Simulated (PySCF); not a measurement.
**What settings do to a single point of [PbCl5]−**

The sound run of [PbCl5]− (singlet) uses PySCF 2.14.0, RKS PBE0, Pb def2-SVP with ECP60, Cl def2-SVP; non-relativistic Hamiltonian with scalar-relativistic core potentials where named; density fitting; no spin-orbit coupling, grid (50, 194), threshold 1e-8 Eh and 55 cycles, at the relaxed geometry:

```xyz
6

Pb    0.0000    0.0000   -0.0271
Cl    0.0000    0.0000    2.4411
Cl    2.4475    0.0000   -0.5792
Cl    0.0000    2.4475   -0.5792
Cl   -2.4475    0.0000   -0.5792
Cl    0.0000   -2.4475   -0.5792
```

There Pb1 has a Mulliken charge of 0.82 e and the dipole about the centre of mass is 0.18 D. Each run below changes one thing and starts from free metal ions and neutral atoms unless it says otherwise; with 55 cycles, smearing, a level shift and second-order steps follow where DIIS fails, and their cycles count. Energy shifts count from the sound run.

```json
{"change": "grid (40, 110)", "outcome": "converged", "cycles": "9", "energy shift (eV)": "0.0519", "largest force component (eV/Å)": "0.10", "charge on Pb1 (e)": "0.82", "dipole about the centre of mass (D)": "0.18"}
{"change": "Cl2 put 0.5 Å from Pb1, limit 73 cycles", "outcome": "converged", "cycles": "9", "energy shift (eV)": "2252.83", "largest force component (eV/Å)": "12999.96", "charge on Pb1 (e)": "1.81", "dipole about the centre of mass (D)": "5.25"}
{"change": "all coordinates × 1.12", "outcome": "converged", "cycles": "10", "energy shift (eV)": "1.57", "largest force component (eV/Å)": "1.75", "charge on Pb1 (e)": "0.82", "dipole about the centre of mass (D)": "0.35"}
```

Q: How does the run with this change end: threshold 1e-06?

A: outcome converged, cycles 8, energy shift (eV) 0.0000, largest force component (eV/Å) 0.00, charge on Pb1 (e) 0.82, dipole about the centre of mass (D) 0.18.

Unsound on purpose, so not properties of the compound: Cl2 put 0.5 Å from Pb1, limit 73 cycles.

Forces carry noise of the integration grid, about 0.01 to 0.03 eV/Å.

A frequency check found unstable modes (1, the lowest at -37 cm⁻¹), so the relaxed geometry is a saddle point, or these are noise.
